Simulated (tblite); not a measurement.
C5H10F3NSi.
Bonds: C1–N2, N2–C3, N2–Si4, Si4–C5, C5–C6, C6–F7, C6–C8 (double), C8–F9, C8–F10. Hydrogens: H11, H12, H13 on C1; H14, H15, H16 on C3; H17, H18 on Si4; H19, H20 on C5.

The geometry is computed with GFN2-xTB (gas phase).

Task: List the bond lengths, angles and torsions at this level.

Result: 
```tsv
bond	length (Å)	order
C1–N2, N2–C3	1.445	single
N2–Si4	1.714	single
Si4–C5	1.924	single
C5–C6	1.474	single
C6–F7	1.350	single
C6=C8	1.327	double
C8–F9	1.337	single
C8–F10	1.330	single
C1–H11 and 3 like bonds	1.089	single
C1–H12, C3–H14	1.096	single
Si4–H17	1.460	single
Si4–H18	1.475	single
C5–H19, C5–H20	1.087	single
```

Bonds in one row agree within 0.01 Å and their mean is given. Orders are formal, as drawn. A selection of angles:
```tsv
angle	degrees
C1–N2–C3	111.7
C1–N2–Si4	120.5
C3–N2–Si4	123.3
N2–Si4–C5	107.8
Si4–C5–C6	110.9
C5–C6–F7	115.5
C5–C6–C8	126.5
F7–C6–C8	117.9
C6–C8–F9	122.7
C6–C8–F10	126.8
F9–C8–F10	110.4
```

Torsions: C1–N2–Si4–C5 159° (antiperiplanar); N2–Si4–C5–C6 -55° (synclinal); Si4–C5–C6–F7 -68° (synclinal); C5–C6–C8–F9 3° (synperiplanar). The mirror-image conformer, all signs reversed, is as good.

Of the pairs four or more bonds apart, F9···H19 is among the closest relative to their van der Waals radii: 2.54 Å, 95 % of the sum of Bondi's values. The 2 C–C bonds span 1.327 Å (C6=C8, drawn double) to 1.474 Å (C5–C6, drawn single), a spread of 0.147 Å. N2 (silicon-bound nitrogen) has angles 123.3°, 120.5° and 111.7°, sum 355.5°, 0.19 Å off the plane of its three neighbours. Si4 (SiH2 silicon) is distorted tetrahedral (angles from 105.0° to 117.8°).

Point group: C1 (no symmetry element, even within 0.4 Å). Its GFN2-xTB frequencies are all real (lowest 26 cm⁻¹). One conformer, not necessarily the lowest. 3 starts were optimised and ended at 0.00, 0.33 and 1.63 kcal/mol (GFN2-xTB); the lowest of these is shown.
